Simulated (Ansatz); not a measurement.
One change: `C[N]([ZnH])C=O` becomes `CN(C=N)C=O`.

Ansatz, PBE0-D4/def2-TZVP geometries, multiplicity 1. Each molecule was computed in one conformer, which needn't be the lowest.

Scalar relativity is left out up to krypton.

```
                                      property  `C[N]([ZnH])C=O`
            HOMO energy (PBE0/def2-TZVPP) / eV             -7.25
         HOMO energy (ωB97M-V/def2-TZVPP) / eV             -9.49
           HOMO energy (B3LYP/def2-TZVPP) / eV             -7.02
             LUMO energy (PBE/def2-TZVPP) / eV             -1.72
size of the dipole moment (PBE/def2-TZVPP) / D              3.69
          HOMO–LUMO gap (PBE0/def2-TZVPP) / eV              6.27
```

**Question.** Give the same properties after the change, and the shifts. (Estimate.)

**Answer.** Computed: 
```tsv
property	`CN(C=N)C=O`	shift
HOMO energy (PBE0/def2-TZVPP) / eV	-7.79	-0.54
HOMO energy (ωB97M-V/def2-TZVPP) / eV	-9.95	-0.46
HOMO energy (B3LYP/def2-TZVPP) / eV	-7.59	-0.57
LUMO energy (PBE/def2-TZVPP) / eV	-1.71	0.01
size of the dipole moment (PBE/def2-TZVPP) / D	1.04	-2.65
HOMO–LUMO gap (PBE0/def2-TZVPP) / eV	7.17	0.90
```

With PBE0 the HOMO falls by 0.54 eV and the LUMO rises by 0.36 eV, so the gap widens by about 0.90 eV. PBE moves the HOMO by -0.61 eV and ωB97M-V by -0.46 eV. Dipoles are sizes alone; their direction can turn.

Positive LUMOs are unbound, so they and the gaps depend on the basis.

B3LYP here is the variant with VWN-RPA as its local correlation; programs differ in this.
